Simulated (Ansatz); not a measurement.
System: 1-ethenyl-1,3,2,4-diazadisiletidine, C2H8N2Si2 (charge 0, singlet). 
Coordinates optimised at B3LYP-D3(BJ)/def2-TZVP (Ansatz, an electronic-structure program):
```xyz
14

C      2.5368     0.9301     0.7979
C      1.6271    -0.0363     0.9364
N      0.4032    -0.1028     0.2950
Si    -0.9187    -1.2452     0.3204
N     -1.6988    -0.2005    -0.8177
Si    -0.3985     0.9455    -0.8577
H      2.3808     1.7783     0.1415
H      3.4660     0.8898     1.3458
H      1.8343    -0.8648     1.6083
H     -0.5766    -2.6045    -0.1651
H     -1.5864    -1.3960     1.6364
H     -2.5835    -0.2424    -1.2855
H      0.3017     1.0927    -2.1555
H     -0.7097     2.3031    -0.3512
```
Charge 0, spin multiplicity 1.

Wanted: atomisation energy (electronic, to ground-state atoms), in kJ/mol. Cores are frozen in the correlated levels unless marked. UHF or UKS for open shells. No spin-orbit coupling. Non-relativistic unless marked X2C. The coupled-cluster limit lacks core correlation, which all-electron functionals hold. Basis-set limits of correlation are two-point, X^-3; Hartree-Fock from the larger set.

| level | program | atomisation energy (kJ/mol) | minus last row |
|---|---|---|---|
| HF/STO-3G | Ansatz | 4402.5 | -868.5 |
| HF/cc-pV(D+d)Z | Ansatz | 3643.5 | -1627.5 |
| PBE-D3(BJ)/def2-TZVPD | Ansatz + dftd3 | 5348.9 | 77.9 |
| revPBE/def2-TZVPD | Ansatz | 5120.7 | -150.3 |
| r2SCAN/def2-TZVPD | Ansatz | 5247.0 | -24.0 |
| r2SCAN-D3(BJ)/def2-TZVPD | Ansatz + dftd3 | 5257.8 | -13.2 |
| PBE0-D4/def2-TZVPD | Ansatz + dftd4 | 5267.3 | -3.7 |
| PBE0/def2-TZVPD | Ansatz | 5235.1 | -35.9 |
| MP2/STO-3G | Ansatz | 5061.8 | -209.2 |
| MP2/aug-cc-pV(D+d)Z | Ansatz | 4911.3 | -359.7 |
| MP2/aug-cc-pV(T+d)Z | Ansatz | 5211.2 | -59.8 |
| RI-MP2/aug-cc-pV(T+d)Z | Ansatz | 5210.3 | -60.7 |
| RI-MP2/cc-pV(Q+d)Z | Ansatz | 5279.4 | 8.4 |
| SCS-MP2/STO-3G | Ansatz | 5091.3 | -179.7 |
| SCS-MP2/aug-cc-pV(D+d)Z | Ansatz | 4897.5 | -373.5 |
| SCS-MP2/cc-pV(D+d)Z | Ansatz | 4812.4 | -458.6 |
| SCS-MP2/cc-pV(T+d)Z | Ansatz | 5183.5 | -87.5 |
| CCSD/aug-cc-pV(D+d)Z | Ansatz | 4755.8 | -515.2 |
| CCSD(T)/cc-pV(T+d)Z | Ansatz | 5099.3 | -171.7 |
| X2C-CCSD(T)/cc-pVTZ-DK | Ansatz | 5062.9 | -208.1 |
| CCSD(T)/CBS(cc-pV(T+d)Z,cc-pV(Q+d)Z) | Ansatz | 5271.0 | 0.0 |
